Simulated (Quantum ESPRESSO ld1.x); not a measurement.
Q: The mean radii <r> (bohr) of the occupied orbitals of an atom or ion are listed with their occupations. Method: scalar-relativistic Kohn-Sham, LDA (Slater exchange, Perdew-Zunger correlation), spin-polarised, spherical densities, point nucleus; computed with ld1.x of Quantum ESPRESSO 7.5.

| orbital | occ. | <r> |
|---|---|---|
| 1s up | 1 | 0.03711 |
| 1s down | 1 | 0.03711 |
| 2s up | 1 | 0.1628 |
| 2s down | 1 | 0.1628 |
| 2p up | 3 | 0.1418 |
| 2p down | 3 | 0.1418 |
| 3s up | 1 | 0.4594 |
| 3s down | 1 | 0.4594 |
| 3p up | 3 | 0.4628 |
| 3p down | 3 | 0.4628 |
| 3d up | 5 | 0.4529 |
| 3d down | 5 | 0.4527 |
| 4s up | 1 | 1.214 |
| 4s down | 1 | 1.209 |
| 4p up | 3 | 1.371 |
| 4p down | 3 | 1.362 |
| 5s up | 1 | 3.411 |
| 4d up | 2 | 2.157 |
| 6s up | 1 | 9.063 |

Name the element and its charge. Open shells, if any, are filled with parallel spins first.

A: Z = 40, zirconium, charge 0: Zr in [Kr] 4d2 5s1 6s1. The 1s radius gives Z: for a bare nucleus <r> = (2 gamma + 1)/(2Z) with gamma = sqrt(1 - (Z/c)^2), 0.03641 bohr for Z = 40, and screening makes it slightly larger (0.03711 here). The occupations add up to 40, and the charge is Z minus that.
